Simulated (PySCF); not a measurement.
Level of theory: PBE-D3(BJ)/def2-TZVP // PBE0-D3(BJ)/def2-SVP in PySCF. All species are isolated molecules in the gas phase. One relaxed conformer stands for a flexible species; it need not be the lowest. 

Reference species (SMILES): `C[CH2][Sn]([Cl])([Cl])[CH2]C` (C–C–Sn–Cl torsion 56°, Cl–Sn–C–C torsion -56°) (neutral, multiplicity 1).

- LUMO = -1.79 eV
- HOMO–LUMO gap = 4.91 eV
- HOMO = -6.70 eV

Changed species: `[Cl][Sn]([Cl])([Cl])[Cl]` (0 of 4 Cl replaced by C2H5; the reference has 2 of 4 Cl replaced by C2H5).

### Question
Give the shifts of the LUMO, HOMO–LUMO gap and HOMO.

### Answer
the LUMO falls by 2.56 eV, to -4.35 eV; the HOMO–LUMO gap decreases by 0.95 eV, to 3.96 eV; the HOMO falls by 1.60 eV, to -8.30 eV.
